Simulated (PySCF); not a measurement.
# O⁺: ionisation energy

O⁺ [He] 2s2 2p3 (4S) → O²⁺ [He] 2s2 2p2 (3P), as a difference of total energies. All numbers are calculated (PySCF 2.14, the non-relativistic Hamiltonian (point nucleus), in aug-cc-pwCVTZ). Correlated levels: valence: 1s2 frozen. The calculations carry no spin-orbit coupling.

```csv
method,ionisation energy (eV)
UHF,34.556
MP2 (valence),35.196
SCS-MP2 (valence),34.933
CCSD (valence),35.015
CCSD(T) (valence),35.026
```

**Question.** How much does correlation contribute at CCSD(T) (valence)?

**Answer.** 35.026 − (34.556) = 0.470 eV, measured against UHF.

A first-order spin-orbit estimate (lowest level to lowest level, LS coupling) adds -0.026 eV.

Errors of the correlated levels include the incompleteness of this basis and the frozen core.

For comparison: 35.121 eV (measured; NIST Atomic Spectra Database, ionization energies).
